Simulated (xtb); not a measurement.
SnF4, SMILES [F][Sn]([F])([F])[F]. All values are semi-empirical tight-binding results from xtb (GFN2-xTB unless named), good for trends rather than for accurate numbers. Geometry optimised at GFN2-xTB. The isomer is the one that the SMILES or the coordinates give; other isomers of the formula were not compared.

Optimised geometry:

Bond lengths (Å): F1–Sn2 1.916, Sn2–F3 1.916, Sn2–F4 1.916, Sn2–F5 1.916. Bond angles (°): F1–Sn2–F3 109.5, F1–Sn2–F4 109.5, F1–Sn2–F5 109.5, F3–Sn2–F4 109.5, F3–Sn2–F5 109.5, F4–Sn2–F5 109.5.

For metal compounds this method's bond lengths and energies can be far off.

```yaml
point_group_as_xtb_finds_it: Td
orbital_gap: 3.96 eV
zero_point_energy: 2.9 kcal/mol
G − E(el) at 298.15 K (modified RRHO): -17.3 kcal/mol
```

Computed atomic charges and the Wiberg bond orders between heavy atoms:
charges (e) F1 -0.17, Sn2 0.67, F3 -0.17, F4 -0.17, F5 -0.17. Bond orders F1–Sn2 0.80, Sn2–F3 0.80, Sn2–F4 0.80, Sn2–F5 0.80.
